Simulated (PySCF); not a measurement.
# Radial density of Br²⁺ (bromine, charge +2)

UHF, [Ar] 3d10 4s1 4p3 5s1, high-spin 6S determinant (an excited configuration). All numbers are calculated (PySCF 2.14, a scalar-relativistic core potential, in aug-cc-pVDZ-PP with ECP10MDF). This is the valence pseudo-density: the core potential removes the inner electrons and smooths the orbitals near the nucleus.

```csv
r (bohr),4πr²ρ (e/bohr),4πr²(ρα − ρβ)
0.000635,2.243e-05,0.0000
0.00107,6.336e-05,0.0000
0.00180,0.0001785,0.0000
0.00302,0.0004988,0.0001
0.00508,0.001364,0.0002
0.00855,0.003518,0.0004
0.0144,0.007921,0.0009
0.0242,0.01460,0.0016
0.0407,0.03004,0.0024
0.0684,0.1515,0.0032
0.115,1.251,0.0072
0.194,7.365,0.0686
0.326,25.88,0.5158
0.548,31.44,0.2647
0.921,8.721,0.8976
1.55,3.322,2.9930
2.61,0.9453,0.9449
4.38,0.2718,0.2718
7.37,0.02083,0.0208
```

Energies and moments cover only the electrons outside the core potential. The outer electron is Rydberg-like, and this basis confines it to a smaller radius and binds it less than a complete one would.
